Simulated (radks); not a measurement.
Coulomb parameter of the 4f shell of neutral erbium in the model configuration [Xe] 4f10 6s2 6p2, as a second difference U = [E(n + 0.5) + E(n - 0.5) - 2 E(n)] / (0.5)^2 with all orbitals relaxed. "Bare": the charge of the atom changes with n. "Screened": the 6p shell takes up the change at fixed total charge, which measures U(4f,4f) + U(6p,6p) - 2 U(4f,6p). All-electron calculation, scalar-relativistic Kohn-Sham, PBE, spin-unpolarised, spherical densities, point nucleus. Program: a radial shooting solver on a logarithmic mesh with Libxc functionals.

start: configuration [Xe] 4f10 6s2 6p2; E - E(n) (eV) 0.000
bare +0.5: configuration [Xe] 4f10.5 6s2 6p2; E - E(n) (eV) -9.815
bare -0.5: configuration [Xe] 4f9.5 6s2 6p2; E - E(n) (eV) 14.050
screened +0.5: configuration [Xe] 4f10.5 6s2 6p1.5; E - E(n) (eV) -8.994
screened -0.5: configuration [Xe] 4f9.5 6s2 6p2.5; E - E(n) (eV) 11.658

U(bare) = 16.940 eV, U(screened by 6p) = 10.653 eV, against the Slater integral F0(4f,4f) = 34.472 eV with frozen orbitals. The step up makes a negative ion, whose loosely bound charge lowers the bare value.
